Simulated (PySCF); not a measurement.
Te(GeH3)2 (Ge2H6Te), SMILES [Te]([GeH3])[GeH3]. Geometry: PBE-D3(BJ)/def2-SVP. The structure was generated by enumeration, and PubChem lists no compound with its InChIKey, so it may never have been made. The def2 effective core potentials stand for the cores of Te; spin–orbit coupling is left out.

Computed equilibrium geometry at PBE-D3(BJ)/def2-SVP (PySCF confirms it by a frequency run) as bond lengths and angles, and its point group:
point group C2v.
Atoms: Te1 Ge2 H3 H4 H5 Ge6 H7 H8 H9. Bonds (Å): Te1–Ge2 2.585, Te1–Ge6 2.585, Ge2–H3 1.549, Ge2–H4 1.552, Ge2–H5 1.552, Ge6–H7 1.549, Ge6–H8 1.552, Ge6–H9 1.552. Bond angles (°): Ge2–Te1–Ge6 91.2, Te1–Ge2–H3 106.7, Te1–Ge2–H4 110.3, Te1–Ge2–H5 110.3, H3–Ge2–H4 110.1, H3–Ge2–H5 110.1, H4–Ge2–H5 109.3, Te1–Ge6–H7 106.7, Te1–Ge6–H8 110.3, Te1–Ge6–H9 110.3, H7–Ge6–H8 110.1, H7–Ge6–H9 110.1, H8–Ge6–H9 109.3.
